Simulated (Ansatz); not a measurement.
Silicon tetrafluoride → F• + `F[Si](F)F`• at 500 K and 1 bar (homolysis of the F–Si bond).

Computed with Ansatz on PBE0-D4/def2-TZVP structures; ΔE is electronic, products minus reactants. CCSD(T)/CBS adds triple-zeta CCSD(T) − MP2 to the extrapolated MP2 energy (def2 sets, frozen cores). This one scheme is used for every species, atoms too. Open shells (•) are unrestricted, without spin–orbit coupling. Spin–orbit coupling would lower the free atoms: a little for F.

| species | CCSD(T)/CBS energy (Eh) | H − E (kJ/mol) | S (J/(mol·K)) |
| --- | --- | --- | --- |
| `F[Si](F)(F)F` | -688.53452 | 65.4 | 326.1 |
| F• | -99.66871 | 10.4 | 171.2 |
| `F[Si](F)F`• | -588.59772 | 49.0 | 316.7 |

H − E and S are ideal-gas, rigid-rotor, harmonic terms from PBE0-D4/def2-TZVP, with the whole ground term of open shells counted as degenerate. 1 Eh = 2625.50 kJ/mol, R = 8.31446 J/(mol·K).

Q: By hand: ΔE, ΔH, ΔS and ΔG.

A: ΔE = (-99.66871) + (-588.59772) − (-688.53452) = 0.26809 Eh = 703.9 kJ/mol. Δ(H − E) = 10.4 + 49.0 − 65.4 = -6.0, so ΔH = 697.9 kJ/mol. ΔS = 171.2 + 316.7 − 326.1 = 161.8 J/(mol·K). ΔG = 697.9 − 500 × (161.8)/1000 = 617.0 kJ/mol.

Q: By hand: the equilibrium constant, and the temperature at which ΔG would vanish if ΔH and ΔS stayed fixed.

A: log₁₀ K = −ΔG/(RT ln 10) = -64.5. ΔG = 0 at ΔH/ΔS = 4313 K, far beyond where these terms or the molecules hold.

The number of gas molecules changes by +1, which sets the sign of ΔS. A doubt of 5 kJ/mol in ΔE shifts log₁₀ K by 0.5 here. These are equilibria of isolated gas molecules and say nothing of rates. Largest T1 diagnostic: 0.014 (customary marks: 0.02 for closed shells, 0.045 for open ones).
